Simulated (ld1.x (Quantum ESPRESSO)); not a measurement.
Transferability test, TM potential for S

```
Element                 : S
Generator               : ld1.x (Quantum ESPRESSO) 7.5
Type                    : norm-conserving Troullier–Martins (Kleinman–Bylander form)
Functional              : revPBE
Relativity              : scalar-relativistic
Frozen core             : [He]
Valence charge          : 14
Reference configuration : 2s2 2p6 3s1.5 3p4.5
Partial waves           : 2s (bound): rc 0.40 bohr; 2p (bound): rc 0.55 bohr; 3d channel at 0.35 Ry: rc 0.55 bohr
Local potential         : all-electron potential smoothed inside 0.50 bohr (lloc = -1)
Core correction         : none
```

Occupied shells without a wave of their own: 3p, 3s. They enter only through the test configuration that unscreens the potential.

Energies are relative to the spin-unpolarised reference configuration 2s2 2p6 3s1.5 3p4.5; without spin polarisation the order of configurations can differ from experiment.

```csv
valence configuration,charge,ΔE all-electron (eV),error AE − PS (meV)
2s2 2p6 3s2 3p4,0,-5.143,+54
2s2 2p6 3s2 3p3,+1,6.600,+150
2s2 2p6 3s2 3p2,+2,28.862,+294
2s1 2p6 3s2 3p4,+1,222.257,+11
2s2 2p6 3s2 3p4.3,-0.3,-6.842,+34
```

(1) What are ΔE and the potential's error for 2s2 2p6 3s2 3p1?

(2) What are ΔE and the potential's error for 2s2 2p6 3s2 3p0?

Levels in the configuration 2s2 2p6 3s2 3p1:

```csv
level,all-electron (eV),pseudo (eV)
2s,-253.500,-253.245
2p,-198.290,-197.987
3s,-52.219,-52.159
3p,-40.240,-40.012
```

A Bessel basis up to 400 Ry misses an occupied level by 0.02 Ry, so cutoffs and ghosts were not judged.

Answers

(1) ΔE = 62.877 eV all-electron; the error (AE − PS) is +490 meV.

(2) ΔE = 109.623 eV all-electron; the error (AE − PS) is +750 meV.

The 3p, 3s levels have no wave, so the channel is fitted at the deeper level alone: the likely source of the large errors.
